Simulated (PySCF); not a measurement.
Species: C6H9N.
Geometry (PBE0-D3(BJ)/def2-SVP, Å), atoms numbered from 1 in this order:
```
atom  x, y, z in Å
C1    -2.7239    0.4304    0.7742
C2    -1.8633    0.0418   -0.1519
C3    -1.4737   -0.8992   -1.1888
C4    -0.5558    0.2699   -0.7918
C5     0.6768   -0.0112   -0.0289
N6     1.7250    0.6846   -0.1550
C7     2.8728    0.3425    0.6327
H8    -3.6635   -0.1061    0.9343
H9    -2.5209    1.3027    1.4016
H10   -1.1635   -1.9089   -0.8944
H11   -1.9500   -0.8429   -2.1732
H12   -0.4601    1.0995   -1.5003
H13    0.6202   -0.8739    0.6723
H14    3.1621    1.2027    1.2589
H15    3.7314    0.1428   -0.0294
H16    2.7253   -0.5373    1.2923
```

Linear response at CAM-B3LYP/def2-SVPD (PySCF, frozen core in the response, non-relativistic). One conformer (not necessarily the lowest) at the PBE0-D3(BJ)/def2-SVP geometry, without solvent, vibrations or thermal averaging.

Static isotropic polarisability: 83.91 au (12.43 Å³), principal values 64.8, 76.5, 110.5 au.

What is the polarisability at 1064 nm and at the sodium D line?

84.83 au at 1064 nm (+1.1 %), 87.03 au at 589.3 nm (+3.7 %). The rise at 589.3 nm is 3.41 times that at 1064 nm; a pure ω² law gives 3.26. The lowest singlet lies at 237 nm, shorter than both wavelengths.

What is the isotropic C6 coefficient between two such molecules, C6 = (3/π)∫α(iω)² dω?

2680 au (Eh·bohr⁶) by a ten-point quadrature over imaginary frequencies, which is 1600 eV·Å⁶ or 154 J·nm⁶/mol.

Which effective excitation energy ω̄ makes London's formula C6 = (3/4)α²ω̄ exact here?

ω̄ = 4·C6/(3α²) = 0.507 Eh = 13.8 eV. A one-pole form α(ω) = α/(1 − ω²/ω̄²) fitted to the 1064 nm value gives 11.2 eV.

What three-body coefficient follows from the one-pole estimate C9 = (3/4)·α·C6?

169000 au. This is an estimate from the two numbers above, not a computed integral.

How anisotropic is the static polarisability, by Δα² = ½[(α1 − α2)² + (α2 − α3)² + (α3 − α1)²]?

Δα = 41.2 au, or 0.49 of the isotropic value.

What n − 1 at the D line would an ideal gas of it have at 273.15 K and 1 atm (2.6868 × 10¹⁹ cm⁻³), by n − 1 = 2π·N·α′?

21.77 × 10⁻⁴, a formal value whether or not that pressure can be reached.

How many electrons N does the Slater–Kirkwood formula C6 = (3/4)·√N·α^(3/2) need to give this C6?

N = (4·C6/3)²/α³ = 21.6; the species has 52 electrons in all.
